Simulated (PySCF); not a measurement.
Compound: C₅H₉FO.
Numbering: `[CH3:1][O:2][C:3]([F:4])=[C:5]([CH3:6])[CH3:7]` (hydrogens: H8, H9, H10 on C1; H11, H12, H13 on C6; H14, H15, H16 on C7)

The geometry is computed with GFN2-xTB (gas phase).

Problem. List the bond lengths, angles and torsions at this level.

Solution. 
```tsv
bond	length (Å)	order
C1–O2	1.418	single
O2–C3	1.349	single
C3–F4	1.364	single
C3=C5	1.327	double
C5–C6	1.498	single
C5–C7	1.499	single
C1–H8, C1–H9, C1–H10	1.092	single
C6–H11, C6–H12, C6–H13	1.088	single
C7–H14, C7–H15, C7–H16	1.088	single
```

Bonds in one row agree within 0.01 Å and their mean is given. Orders are formal, as drawn. A selection of angles:
```tsv
angle	degrees
O2–C1–H8	105.7
O2–C1–H9	110.9
H8–C1–H9	109.8
C1–O2–C3	116.3
O2–C3–F4	113.6
O2–C3–C5	125.6
F4–C3–C5	120.8
C3–C5–C6	122.3
C3–C5–C7	120.8
C6–C5–C7	116.9
C5–C6–H11	109.9
C5–C6–H13	111.4
H11–C6–H12	107.8
H11–C6–H13	108.8
C5–C7–H14	110.1
C5–C7–H15	110.7
H14–C7–H15	108.8
H14–C7–H16	107.8
```

Dihedral angles: C1–O2–C3–F4 38° (synclinal); O2–C3–C5–C6 -175° (antiperiplanar). The mirror-image conformer, all signs reversed, is as good.

The C–C distances run from 1.327 Å (C3=C5, drawn double) to 1.499 Å (C5–C7, drawn single), a spread of 0.172 Å. The 2 C–O bonds span 1.349 Å (O2–C3, drawn single) to 1.418 Å (C1–O2, drawn single), a spread of 0.069 Å. Of the pairs four or more bonds apart, F4···H13 is among the closest relative to their van der Waals radii: 2.39 Å, 90 % of the sum of Bondi's values.

Point group: C1 (no symmetry element, even within 0.4 Å). Stationary, but not proved a minimum. The numbers are those of one conformer.
